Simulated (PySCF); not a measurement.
Work out the structure from these simulated measurements.

Elements present: C, H, N and Si. Monoisotopic mass: 151.0817 u.

- UV, first state: lowest singlet excitation: 4.91 eV (252 nm, f = 0.005) [TDDFT wB97X-D/def2-SVPD]
- Rotational structure: rotational constants A, B, C: 2.049, 0.728, 0.648 GHz [PBE0-D3(BJ)/def2-SVP]
- 1H NMR: chemical shifts (computed TMS as zero) by class: 8.86 (1 H), 8.70 (1 H), 7.70 (1 H), 7.13 (1 H), 0.29 (9 H) ppm [GIAO PBE0/pcSseg-1]
- Triplet: lowest triplet excitation (Tamm–Dancoff): 4.25 eV [TDA wB97X-D/def2-SVPD]
- Valence photoelectron: vertical ionisation energy: 9.20 eV [ΔSCF wB97X-D/def2-SVPD]
- 13C NMR: chemical shifts (computed TMS as zero) by class: 161.1 (1 C), 155.8 (1 C), 146.0 (1 C), 139.1 (1 C), 127.8 (1 C), -0.9 (3 C) ppm [GIAO PBE0/pcSseg-1]
- Polarisability: 124.1 au [wB97X-D/def2-SVPD]
- UV, strongest line: among the 10 lowest singlet transitions: S7 at 7.17 eV (173 nm, f = 0.620) [TDDFT wB97X-D/def2-SVPD]

Electronic properties: PySCF, gas phase, density fitting. Levels stand in brackets. Geometry: PBE0-D3(BJ)/def2-SVP; no solvent, vibrations or thermal averaging. NMR classes are plain means over equivalent atoms (diastereotopic ones count apart unless rotation or inversion swaps them), as if these changed places fast.

**Question.** Which formula fits the mass and the elements?

**Answer.** C8H13NSi (calculated 151.0817). No other formula that holds each of these elements comes within 0.0003 u with a fitting electron parity and a possible valence count.

**Question.** Give a SMILES that accounts for the data.

**Answer.** Numbering: `[CH3:1][Si:2]([CH3:3])([CH3:4])[c:5]1[cH:6][cH:7][cH:8][n:9][cH:10]1`. Its formula, C8H13NSi, gives 4 degrees of unsaturation: 1 ring and 3 π bonds in the structure found (Kekulé form). 8 carbons fall into 6 classes; from least to most shielded: aromatic CH next to a ring nitrogen [C10] (161.1 ppm), aromatic CH next to a ring nitrogen [C8] (155.8 ppm), aromatic CH carbon [C6] (146.0 ppm), substituted aromatic carbon [C5] (139.1 ppm), aromatic CH carbon [C7] (127.8 ppm), Si-methyl carbon [C1/C3/C4] (-0.9 ppm, 3 C, up to 4.0 ppm apart in this geometry). Hydrogen classes from least to most shielded: 1 H on an aromatic CH next to a ring nitrogen, C10 (8.86 ppm), 1 H on an aromatic CH next to a ring nitrogen, C8 (8.70 ppm), 1 H on an aromatic CH carbon, C6 (7.70 ppm), 1 H on an aromatic CH carbon, C7 (7.13 ppm), 9 H on 3 Si-methyl carbons, C1/C3/C4 (0.29 ppm). The first electron is taken from the HOMO, whose largest Löwdin shares are 0.54 on the pyridine-type nitrogen, 0.10 on each of 2 atoms of one kind (aromatic CH next to a ring nitrogen) and 0.08 on the substituted aromatic carbon. By its constants the optimised geometry is an asymmetric top. Structure: `[Si](C)(C)(c1cccnc1)C`. The assignments are read from this structure; whether some other isomer fits the data as well wasn't checked.

Shape of the structure used: `[CH3:1][Si:2]([CH3:3])([CH3:4])[c:5]1[cH:6][cH:7][cH:8][n:9][cH:10]1`: C1–Si2–C5–C6 3°.
